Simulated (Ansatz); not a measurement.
Calculation: frozen-core CCSD(T)/def2-TZVPP // BP86-D3(BJ)/def2-SVP (Ansatz, a quantum-chemistry and plane-wave program).

Ansatz 0.2 input:
```yaml
crystal:
  periodic: [false, false, false]
  atoms:
    - { symbol: W, position_ang: [-0.09197, -0.077333, -0.002166] }
    - { symbol: Cl, position_ang: [-0.952385, -1.05866, -2.039486] }
    - { symbol: Cl, position_ang: [0.40286, -2.051731, 1.131383] }
    - { symbol: Cl, position_ang: [-0.501878, 2.078219, -0.939599] }
    - { symbol: O, position_ang: [0.527147, 0.920936, 1.474667] }
    - { symbol: H, position_ang: [0.561512, 1.895812, 1.547734] }
    - { symbol: O, position_ang: [1.518813, -0.213624, -0.971346] }
    - { symbol: H, position_ang: [1.60538, -0.581496, -1.874058] }
    - { symbol: O, position_ang: [-1.906067, -0.235692, 0.483533] }
    - { symbol: H, position_ang: [-2.610397, -0.608056, -0.084923] }
basis:
  gaussian: { orbitals: def2-TZVPP }
correlation:
  method: ccsd_t
```

Output:

```
Functional definition: HF
1987 factors; integrals over basis functions are off by at most 9.7e-4 eV
mean field evaluation 1: about -45472.1742 eV, gradient 8.1e1 eV
mean field evaluation 2: about -45472.6092 eV, gradient 8.1e1 eV
mean field evaluation 4: about -45484.8494 eV, gradient 9.0e0 eV
mean field evaluation 8: about -45485.0955 eV, gradient 1.4e0 eV
mean field evaluation 16: about -45485.1034 eV, gradient 1.7e-6 eV
mean field -45485.10339525 eV, -1671.5467188649 hartree, gradient 1.8e-6 eV, S^2 0.000000; 0 other end points of the search recorded, 0 dependent functions left out
18 core orbitals not correlated
reference -45485.10339525 eV, -1671.5467188649 hartree; 28, 28 occupied and 271, 271 virtual orbitals, 1987 factors
second order -49.87915576 eV of doubles, -0.00000000 eV of singles
cycle   1  -47.23418350 eV  change     2.6e0 eV  update   3.1e-1
cycle   2  -49.07222477 eV  change    -1.8e0 eV  update   2.0e-1
cycle   3  -49.55584354 eV  change   -4.8e-1 eV  update   5.6e-2
cycle   4  -49.53902418 eV  change    1.7e-2 eV  update   2.5e-2
cycle   5  -49.51425885 eV  change    2.5e-2 eV  update   9.8e-3
cycle   6  -49.51246883 eV  change    1.8e-3 eV  update   4.3e-3
cycle   7  -49.51469088 eV  change   -2.2e-3 eV  update   2.4e-3
cycle   8  -49.51402918 eV  change    6.6e-4 eV  update   1.3e-3
cycle   9  -49.51419531 eV  change   -1.7e-4 eV  update   6.0e-4
cycle  10  -49.51537026 eV  change   -1.2e-3 eV  update   3.1e-4
cycle  11  -49.51481016 eV  change    5.6e-4 eV  update   1.4e-4
cycle  12  -49.51443419 eV  change    3.8e-4 eV  update   7.4e-5
cycle  13  -49.51462774 eV  change   -1.9e-4 eV  update   3.3e-5
cycle  14  -49.51454896 eV  change    7.9e-5 eV  update   2.4e-5
cycle  15  -49.51455941 eV  change   -1.0e-5 eV  update   1.1e-5
perturbative correction -2.70476389 eV, -0.0993982394 hartree
Total energy: -45537.32271854 eV, -1673.4657436004 hartree
```

Cost: about 2.2 core-hours (a rough figure).
